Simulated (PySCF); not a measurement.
Carbon: a sound run and one with changed settings

Sound run: C⁺ [He] 2s2 2p1, C²⁺ [He] 2s2. Computed with PySCF 2.14 in 6-31G*, with the non-relativistic Hamiltonian (point nucleus). The sound run starts from symmetry-adapted Hartree-Fock orbitals and uses a fine grid where one is needed.

Changed run: initial guess minao, at most 50 SCF cycles, level shift 10.0 hartree.

| species | method | sound run (hartree) | changed run (hartree) | converged |
| --- | --- | --- | --- | --- |
| C⁺ | UHF | -37.28672 | -37.28671 | no |
| C⁺ | M06-2X | -37.41640 | -37.41640 | no |
| C⁺ | TPSS | -37.43517 | -37.43516 | no |
| C²⁺ | UHF | -36.39726 | -36.39726 | no |
| C²⁺ | M06-2X | -36.51396 | -36.51396 | no |
| C²⁺ | TPSS | -36.51450 | -36.51450 | no |

A level shift slows the SCF but leaves a converged energy unchanged.
